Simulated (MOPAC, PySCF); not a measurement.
[Cu(H2O)(Cl)], neutral singlet in the gas phase. 

Cartesian coordinates (Å):
```xyz
5

Cu     0.0131    -0.0488     0.0313
O     -0.9931    -1.2634     1.1731
H     -0.9120    -1.0404     2.1207
H     -0.6867    -2.1880     1.0977
Cl     1.1101     1.2448    -1.1803
```
Charge 0, spin multiplicity 1.

All levels are single points at this geometry (TPSS-D3(BJ)/def2-SVP); Pople sets use spherical d functions. Orbital energies aren't observables, and empty levels follow the basis.

```tsv
level	HOMO (eV)	LUMO (eV)	gap (eV)	dipole (D)	vertical IE, Delta-SCF (eV)
B3LYP-D3(BJ)/def2-TZVP in PySCF	-6.45	-1.79	4.66	8.29	–
TPSSh-D3(BJ)/def2-TZVP in PySCF	-5.81	-1.75	4.06	8.28	–
B3LYP/6-31G* (LANL2DZ on Cu) in PySCF	-6.47	-1.77	4.70	8.54	9.25
B3LYP/LANL2DZ in PySCF	-6.47	-1.82	4.66	8.69	–
M06-2X/6-31G* (LANL2DZ on Cu) in PySCF	-8.09	-0.89	7.20	9.03	–
HF/3-21G in PySCF	-7.62	-0.04	7.58	10.39	–
HF/STO-3G in PySCF	-4.21	4.42	8.63	6.74	–
PM6 in MOPAC	-9.49	0.60	10.09	7.71	–
PM7 in MOPAC	-8.74	0.68	9.43	9.64	–
```
